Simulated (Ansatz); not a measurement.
`F[SiH]1[O][GeH2]1` + HCl → `Cl[SiH]1[O][GeH2]1` + H–F at 500 K and 1 bar (ligand exchange at the Si–F bond).

Program: Ansatz. Geometries: PBE0-D4/def2-TZVP. ΔE: electronic, gas phase. CCSD(T)/CBS is the MP2 limit (def2-TZVPP, def2-QZVPP) plus CCSD(T) − MP2 in def2-TZVPP, frozen cores. This one scheme is used for every species. For Ge outer-core shells are correlated without core-valence functions, which leaves a few kJ/mol of doubt a bond. Scalar relativity is left out up to krypton.

```json
{"species": "`F[SiH]1[O][GeH2]1`", "CCSD(T)/CBS energy (Eh)": "-2542.03589", "H − E (kJ/mol)": "119.6", "S (J/(mol·K))": "368.0"}
{"species": "HCl", "CCSD(T)/CBS energy (Eh)": "-460.38127", "H − E (kJ/mol)": "32.5", "S (J/(mol·K))": "201.9"}
{"species": "`Cl[SiH]1[O][GeH2]1`", "CCSD(T)/CBS energy (Eh)": "-2902.00691", "H − E (kJ/mol)": "117.9", "S (J/(mol·K))": "382.1"}
{"species": "H–F", "CCSD(T)/CBS energy (Eh)": "-100.39570", "H − E (kJ/mol)": "39.4", "S (J/(mol·K))": "188.7"}
```

H − E and S are ideal-gas, rigid-rotor, harmonic terms from PBE0-D4/def2-TZVP, for one conformer and one mirror image of each species. 1 Eh = 2625.50 kJ/mol, R = 8.31446 J/(mol·K).

Task: By hand: ΔE, ΔH, ΔS and ΔG.

Result: ΔE = (-2902.00691) + (-100.39570) − (-2542.03589) − (-460.38127) = 0.01455 Eh = 38.2 kJ/mol. Δ(H − E) = 117.9 + 39.4 − 119.6 − 32.5 = 5.2, so ΔH = 43.4 kJ/mol. ΔS = 382.1 + 188.7 − 368.0 − 201.9 = 0.9 J/(mol·K). ΔG = 43.4 − 500 × (0.9)/1000 = 42.9 kJ/mol.

Task: By hand: the equilibrium constant, and the temperature at which ΔG would vanish if ΔH and ΔS stayed fixed.

Result: log₁₀ K = −ΔG/(RT ln 10) = -4.5. ΔG = 0 at ΔH/ΔS = 48222 K, far beyond where these terms or the molecules hold.

The number of gas molecules stays the same, so ΔS is small and ΔH decides. A doubt of 5 kJ/mol in ΔE shifts log₁₀ K by 0.5 here. Other conformers and mirror images would add mixing entropy, several J/(mol·K) or more a flexible species. These are equilibria of isolated gas molecules and say nothing of rates. Largest T1 diagnostic: 0.014 (customary marks: 0.02 for closed shells, 0.045 for open ones).
